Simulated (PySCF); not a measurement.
3,3-difluoropent-1-en-4-yne (C5H4F2), SMILES C#CC(F)(F)C=C.

Geometry: PBE0-D3(BJ)/def2-SVP. Other conformers were not sampled.

Vertical ionisation energy (IE) and electron affinity (EA) in eV. Rows of orbital energies are one-electron estimates. Where ΔSCF, EOM or ADC give a negative EA the extra electron is unbound and the value depends on the basis.

```
level                                           IE    EA
--------------------------------------------  ----  ----
−ε(HOMO), −ε(LUMO), r2SCAN/def2-TZVP (PySCF)  7.43  1.64
−ε(HOMO), −ε(LUMO), PBE/def2-TZVP (PySCF)      ___   ___
```

**Question.** Complete the blanks. (Estimate from the structure and the level; the computed values follow.)

**Answer.** 
- −ε(HOMO), −ε(LUMO), PBE/def2-TZVP (PySCF), IE: 7.19
- −ε(HOMO), −ε(LUMO), PBE/def2-TZVP (PySCF), EA: 1.85
